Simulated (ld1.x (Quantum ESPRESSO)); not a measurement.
## phosphorus (P), TM: configuration errors across variants

ld1.x (Quantum ESPRESSO) 7.5 input, shortened:

```
&input
   title='P', zed=15., rel=1, dft='PZ', iswitch=3,
   config='[Ne] 3s1.5 3p3.5'
 /
 &inputp
   pseudotype=2, tm=.true., lloc=0,
   nlcc=.false.
 /
2
3P  2  1   3.50   0.00  1.70  1.70  0.0
3S  1  0   1.50   0.00  1.70  1.70  0.0
 &test
   configts(1)='3s1.5 3p3.5'
 /
```

All-electron excitation energies from the reference (eV): (1) 3s2 3p3 -4.229; (2) 3s2 3p2 5.592; (3) 3s2 3p1 24.841; (4) 3s1 3p4 4.267; (5) 3s2 3p0 54.736; (6) 3s2 3p2.5 -0.408; (7) 3s2 3p3.3 -5.565; (8) 3s1.5 3p3.5 spin -1.622; (9) 3s2 3p3 spin -5.739.

Spin tests fill each open shell by Hund’s rule, majority spin first.

3 further variants failed, have other tests or another functional or relativity, and are left out.

Errors AE − PS in meV (a dash: test not solved or not reliable):

```tsv
change	(1)	(2)	(3)	(4)	(5)	(6)	(7)	(8)	(9)	bound ghosts
base	+0.7	+3.0	+33	+0.5	+140	+0.4	+1.4	+170	+121	none
core correction a·sin(br)/r model core inside 0.80 bohr	-0.2	+2.2	+24	-0.5	+84	-0.3	+0.3	+19	+17	none
wave 3p (bound): rc 1.70 bohr becomes 3p (bound): rc 1.72 bohr	+0.7	+3.0	+33	+0.5	+140	+0.4	+1.4	+170	+121	none
wave 3s (bound): rc 1.70 bohr becomes 3s (bound): rc 2.28 bohr	-1.2	+11	+82	-1.2	+276	+0.6	-0.1	+169	+124	none
type PAW; waves now 3s (bound): rcut 1.50, rcutus 1.70 bohr; 3s channel at 0.05 Ry: rcut 1.50, rcutus 1.70 bohr; 3p (bound): rcut 1.50, rcutus 1.70 bohr; 3p channel at 0.75 Ry: rcut 1.50, rcutus 1.70 bohr; local potential all-electron potential smoothed inside 1.50 bohr (lloc = -2); core correction a·sin(br)/r model core, default radius (ld1.x builds one for every PAW set, though the input has nlcc=.false.); augmentation PSQ, radius 1.50 bohr	+0.1	-1.0	-9.4	-0.2	-45	-0.1	+0.1	-1.9	-1.2	none
wave 3p (bound): rc 1.70 bohr becomes 3p (bound): rc 1.16 bohr	+2.4	+5.3	+33	+2.0	+122	+2.3	+3.0	+166	+122	none
wave 3s (bound): rc 1.70 bohr becomes 3s (bound): rc 1.90 bohr	+0.4	+4.5	+42	+0.2	+168	+0.4	+1.1	+170	+122	none
```

(1) Give the same row for: local potential the p channel.

Results:

(1) +0.7, +2.4, +29, +0.4, +133, +0.3, +1.2, +170, +121; bound ghosts: none.
